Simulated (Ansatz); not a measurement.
`C[SiH](N)[SiH2]O` → C• + 9 H• + N• + O• + 2 Si•  (atomization)

Gas-phase electronic energies from Ansatz, PBE0-D4/def2-TZVP geometries. CBS: MP2 limit from def2 TZ/QZ plus the TZ coupled-cluster correction, frozen cores. This one scheme is used for every species, atoms too. DFT in def2-TZVPP. B3LYP here is the variant with VWN-RPA as its local correlation; programs differ in this. No spin–orbit coupling; open shells (•) take unrestricted orbitals. Spin–orbit coupling would lower the free atoms: a little for C, O, Si. One conformer a species, not always the lowest.

CCSD(T)/CBS gives +4902.0 kJ/mol.

Question: Another level gave +4740.8 kJ/mol. Which?
A. BHLYP/def2-TZVPP
B. B3LYP/def2-TZVPP
C. PBE0-D4/def2-TZVPP
D. r2SCAN/def2-TZVPP

Answer: A. BHLYP 4740.8, r2SCAN 4874.8, PBE0-D4 4857.4, B3LYP 4843.2 kJ/mol.

Largest T1 diagnostic among the species: 0.012.

From PBE to PBE0 (25 % exact exchange), in def2-TZVPP and without D4, ΔE moves by −59.0 kJ/mol: exact exchange takes away binding that semilocal exchange gives to molecules. Leaving LDA and LC-ωPBE aside and taking each functional with its dispersion term where it has one, the values, not all of them listed here, spread over 141.2 kJ/mol, from BHLYP-D4 to PBE-D4. LDA lies +621.4 kJ/mol from PBE without D4, its usual overbinding.

For atomizations the MP2-based limit and the directly extrapolated one differ by several kJ/mol either way, and by 10 to 25 for some Ge, Se and Sn compounds, so smaller differences from it don't rank the levels.
